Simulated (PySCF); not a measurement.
Checking a proposed structure

A compound C$_{8}$H$_{8}$FP gives the data below (simulated from a calculation) and was assigned the structure `C/C=P\c1cccc(F)c1`.

13C{1H} NMR (computed): δ 201.8 (CH), 173.4 (C), 143.9 (C), 140.2 (CH, 2C), 121.4 (CH, 2C), 24.7 (CH3).

1H NMR (300 MHz, computed): δ 8.95 (m, 1H), 7.65 (m, 2H), 7.42 (m, 2H), 2.14 (m, 3H).

Level of theory: GIAO PBE0/pcSseg-1 shieldings, structure optimised with GFN2-xTB, in PySCF 2.14 (one conformer, relativity neglected, one averaged value for each set of equivalent atoms, isolated molecule).

Chemical shifts δ = σref − σ; TMS for 1H (31.72 ppm), 13C (186.93 ppm), all at this level.

(1) Compare with the shifts computed for the proposed structure, pairing carbons in order of shift.

(2) Which isomer fits?

Answers

(1) Mapped SMILES: `[CH3:1]/[CH:2]=[P:3]\[c:4]1[cH:5][cH:6][cH:7][c:8]([F:9])[cH:10]1`. Hydrogens are named by the atom that carries them.

```
atom  computed for proposal  given list  difference
  C2                  201.6       201.8        -0.2
  C8                  172.2       173.4        -1.2
  C4                  151.9       143.9        +8.0
  C6                  135.7       140.2        -4.5
  C5                  132.7       140.2        -7.5
 C10                  125.8       121.4        +4.4
  C7                  121.1       121.4        -0.3
  C1                   25.0        24.7        +0.3
```

The rms difference is 4.5 ppm and the largest +8.0 ppm at C4 (substituted aromatic carbon). The proposal also would give 8 carbon signals, not 6. The proposal doesn't fit.

(2) `C1=CC(F)=CC=C1/P=C\C`.

- δC 173.4: aromatic carbon bearing fluorine; the electronegative substituent deshields the carbon that carries it.
- δC 143.9: substituted aromatic carbon.
- δC 140.2, 121.4: aromatic CH.
- δH 8.95: hydrogen on a carbon double-bonded to a heavier main-group atom.

Other isomers checked: C=Cc1ccc(C)c(F)p1 (rms 6.8 ppm).

This is the structure that produced the data.

Splittings by 19F and 31P in the carbon and heteronuclear signals aren't shown, as no couplings were computed. Shifts are as computed. Against solution values, carbons near 30 ppm lie about +3 ppm off and those near 130 ppm about +5 ppm. Of 1211 compounds with measured shifts, 218 miss one by over three times the rms of a fit or turn the order of signals round; such compounds aren't used in these exercises. Multiplicities follow the n + 1 count of equivalent neighbours, as no J values were calculated; m marks all less simple cases, F and P coupling included.
